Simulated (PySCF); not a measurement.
**How methods differ on the ionisation energy of Ga**

Ga [Ar] 3d10 4s2 4p1 (2P) → Ga⁺ [Ar] 3d10 4s2 (1S), as a difference of total energies. All numbers are calculated (PySCF 2.14, the non-relativistic Hamiltonian (point nucleus), in dyall-av2z (16s12p8d, 92 functions)). Correlated levels: valence: [Ar] 3d10 frozen; virtual orbitals above 40 to 60 times the deepest correlated orbital energy dropped. The calculations carry no spin-orbit coupling.

Problem. Order these methods by the ionisation energy they give, lowest first.
A. CCSD(T) (valence)
B. UHF
C. SCS-MP2 (valence)
D. MP2 (valence)

Solution. B (5.556 eV), C (5.688 eV), D (5.711 eV), A (5.797 eV).

A first-order spin-orbit estimate (lowest level to lowest level, LS coupling) adds 0.055 eV.

These non-relativistic numbers lack the scalar-relativistic shift.

Errors of the correlated levels include the incompleteness of this basis and the frozen core.

For comparison: 5.999 eV (measured; NIST Atomic Spectra Database, ionization energies).
